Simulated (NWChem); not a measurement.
Species: HSeOBr; SMILES O[Se]Br

```xyz
4

Se     0.3741     0.9421    -0.0159
Br    -0.0175    -1.3930     0.0090
O     -1.2906     1.6493     0.0970
H     -1.6334     1.6756    -0.8215
```
Atoms are numbered in this order, from 1.

Computed with NWChem. Geometry: optimised at PBE-D3(BJ)/def2-SVP. Vzz is the largest principal value of the second derivative of the potential at the nucleus (NWChem prints the opposite sign); η is the asymmetry. Non-relativistic.

```json
[
 {"level": "PBE0/cc-pVTZ", "Vzz Se1 (a.u.)": "-9.364", "η Se1": "0.26", "Vzz Br2 (a.u.)": "7.052", "η Br2": "0.20", "Vzz O3 (a.u.)": "-1.565", "η O3": "0.96"},
 {"level": "PBE0/def2-SVP", "Vzz Se1 (a.u.)": "-9.423", "η Se1": "0.26", "Vzz Br2 (a.u.)": "7.174", "η Br2": "0.20", "Vzz O3 (a.u.)": "-1.579", "η O3": "0.95"},
 {"level": "Hartree-Fock/def2-SVP", "Vzz Se1 (a.u.)": "-9.781", "η Se1": "0.32", "Vzz Br2 (a.u.)": "7.447", "η Br2": "0.14", "Vzz O3 (a.u.)": "-1.818", "η O3": "0.94"},
 {"level": "Hartree-Fock/cc-pVTZ", "Vzz Se1 (a.u.)": "-9.801", "η Se1": "0.32", "Vzz Br2 (a.u.)": "___", "η Br2": "0.14", "Vzz O3 (a.u.)": "___", "η O3": "0.95"}
]
```

Q: Fill in the missing entries.

A: 
- Hartree-Fock/cc-pVTZ, Vzz Br2 (a.u.): 7.305
- Hartree-Fock/cc-pVTZ, Vzz O3 (a.u.): -1.773
